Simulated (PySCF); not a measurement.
**State search for SiSb⁺**

Unrestricted PBE0; basis Si def2-TZVPPD, Sb def2-TZVPPD with ECP28; scalar-relativistic core potentials; PySCF 2.14. Outer shells of the fragments: Si+ 3s2 3p1; Sb 4d10 5s2 5p3.

Followed along the bond (rough minima from three points):

| 2Ms+1 | unpaired | ⟨S²⟩ at the start | R at minimum (Å) | Te (eV) |
| --- | --- | --- | --- | --- |
| 3 | π ↑↑ | 2.01 | 2.53 | 0.00 |
| 1 | π ↑↓ | 1.01 | 2.53 | 0.23 |
| 3 | σ ↑, π ↑ | 2.21 | 2.38 | 0.44 |
| 1 | σ ↓, π ↑ | 1.24 | 2.38 | 0.62 |
| 1 | none | 0.00 | 2.54 | 0.91 |

Solutions found at the starting distance of 2.580 Å, counted from the lowest of them; the search is not exhaustive and high or unbound solutions are not listed, so other states can lie among these:

| 2Ms+1 | unpaired | term | E (eV) | ⟨S²⟩ | ⟨Lz²⟩ | μ (D) |
| --- | --- | --- | --- | --- | --- | --- |
| 3 | π ↑↑ | ³Σ⁻ | 0.00 | 2.01 | 0.00 | -3.51 |
| 1 | π ↑↓ | mixed | 0.22 | 1.01 | 2.02 | -3.40 |
| 3 | σ ↑, π ↑ | ³Π | 0.63 | 2.21 | 1.02 | -3.62 |
| 1 | σ ↓, π ↑ | mixed | 0.81 | 1.24 | 1.03 | -3.68 |
| 1 | none | mixed | 0.91 | 0.00 | 2.00 | -3.16 |
| 5 | σ ↑, π ↑↑↑ | ⁵Π | 1.34 | 6.00 | 1.01 | -3.05 |
| 3 | σ ↑, π ↑↑↓ | mixed | 1.86 | 3.02 | 3.03 | -3.07 |
| 3 | σ ↓, π ↑↑↑ | mixed | 1.95 | 3.03 | 1.01 | -2.93 |
| 3 | π ↑↑ | mixed | 2.31 | 2.01 | 2.02 | -1.40 |
| 5 | σ ↑↑, π ↑↑ | ⁵Σ⁻ | 4.16 | 6.00 | 0.00 | -3.69 |

A term symbol is given only where ⟨S²⟩ and ⟨Lz²⟩ are close to those of a pure state; real π, δ and φ orbitals otherwise mix terms. A positive dipole points towards Sb; it is taken about the centre of mass and depends on that origin.

Spin–orbit coupling is left out.
